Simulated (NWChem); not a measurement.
System meant: CH6OSn; SMILES C[O][SnH3]

Here is an NWChem input.

```
start job
memory heap 200 mb stack 900 mb global 1100 mb
geometry units angstroms noautoz
  Sn     0.019930    -0.564544     0.000000
  O      0.629654     1.332406     0.000000
  C     -0.289788     2.379782     0.000000
  H     -0.917928    -0.818499    -1.416277
  H      1.480893    -1.444011     0.000000
  H     -0.917928    -0.818499     1.416277
  H     -0.949029     2.387450     0.892963
  H     -0.949029     2.387450    -0.892963
  H      0.261361     3.336586     0.000000
end
basis spherical
  * library def2-svp
end
dft
  xc pbe0
  iterations 150
  mulliken
end
task dft energy
```

End of the output:

```
             Grid Information
             ----------------
          Grid used for XC integration:  medium
          Radial quadrature: Mura-Knowles
          Angular quadrature: Lebedev.
          Tag              B.-S. Rad. Rad. Pts. Rad. Cut. Ang. Pts.
          ---              ---------- --------- --------- ---------
          Sn                  1.45      123          11.0       590
          O                   0.60       49           9.0       434
          C                   0.70       49          11.0       434
          H                   0.35       45          12.0       434
          Grid pruning is: on
          Number of quadrature shells:   401
          Spatial weights used:  Erf1

          Convergence Information
          -----------------------
          Convergence aids based upon iterative change in
          total energy or number of iterations.
          Levelshifting, if invoked, occurs when the
          HOMO/LUMO gap drops below (HL_TOL):  1.00D-02
          DIIS, if invoked, will attempt to extrapolate
          using up to (NFOCK): 10 stored Fock matrices.

                    Damping( 0%)  Levelshifting(0.5)       DIIS
                  --------------- ------------------- ---------------
          dE  on:    start            ASAP                start
          dE off:    2 iters        150 iters           150 iters

      Screening Tolerance Information
      -------------------------------
          Density screening/tol_rho:  1.00D-10
          AO Gaussian exp screening on grid/accAOfunc:  14
          CD Gaussian exp screening on grid/accCDfunc:  20
          XC Gaussian exp screening on grid/accXCfunc:  20
          Schwarz screening/accCoul:  1.00D-08

      Superposition of Atomic Density Guess
      -------------------------------------

      charge =      50.0 Sn (Tin)

      symmetry species            s     p     d     f
      number of basis functions =10     7     6
      number of cont. functions = 4     4     2
      number of closed shells   = 5     3     2
      number of open shells     = 0     1     0
      open shell occupation     = 0     2     0
 ------------------------------------------------------------------------
 atomscf:atomd: error in atom scf                   0
 ------------------------------------------------------------------------
 ------------------------------------------------------------------------
  current input line :
    22: task dft energy
 ------------------------------------------------------------------------
 ------------------------------------------------------------------------
 This error has not yet been assigned to a category
 ------------------------------------------------------------------------
 For more information see the NWChem manual at https://nwchemgit.github.io

0:atomscf:atomd: error in atom scf:Received an Error in Communication
```

Task: What is wrong, and how is it mended?

Result: The run crashed. Cause: the def2 basis of a heavy element holds valence functions alone and wants its effective core potential (without it all electrons must fit into that basis). This input runs:
```
start job
memory heap 200 mb stack 900 mb global 1100 mb
geometry units angstroms noautoz
  Sn     0.019930    -0.564544     0.000000
  O      0.629654     1.332406     0.000000
  C     -0.289788     2.379782     0.000000
  H     -0.917928    -0.818499    -1.416277
  H      1.480893    -1.444011     0.000000
  H     -0.917928    -0.818499     1.416277
  H     -0.949029     2.387450     0.892963
  H     -0.949029     2.387450    -0.892963
  H      0.261361     3.336586     0.000000
end
basis spherical
  * library def2-svp
end
ecp
  Sn library def2-ecp
end
dft
  xc pbe0
  iterations 150
  mulliken
end
task dft energy
```
It converges to -330.97837 Ha (PBE0/def2-SVP with def2 effective core potentials on Sn).
